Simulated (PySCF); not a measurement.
CCuO, SMILES [C+]([Cu])=O, charge +1, multiplicity 1.

Coordinates come from a ωB97X-D3(BJ)/def2-TZVP optimisation. The spin state was assumed, not searched.

Two levels are set side by side: TDA-PBE/def2-TZVPD (PySCF) and TDA-M06-2X/def2-TZVPD (PySCF). Vertical, same geometry. The lowest singlet is HOMO→LUMO 98 % with PBE and HOMO→LUMO 93 % with the other functional; states are paired by order. Differences are taken from unrounded values.

```
quantity                              TDA-M06-2X
------------------------------------  ----------
lowest singlet excitation (eV)              4.76
lowest triplet excitation (TDA) (eV)        4.04
```

### Question
What does TDA-PBE give, and how far is it from TDA-M06-2X? (Estimate from the structure and the level; the computed values follow.)

### Answer

```json
[
 {"quantity": "lowest singlet excitation (eV)", "TDA-PBE": "3.93", "TDA-PBE minus TDA-M06-2X": "-0.82"},
 {"quantity": "lowest triplet excitation (TDA) (eV)", "TDA-PBE": "3.23", "TDA-PBE minus TDA-M06-2X": "-0.81"}
]
```

A lower first singlet is the usual sign of a functional without exact exchange. Differences between two approximate levels are no errors against the true value.

Rough cost on one machine, each run with all the roots and properties that it gave: TDA-M06-2X against TDA-PBE about 8 times.
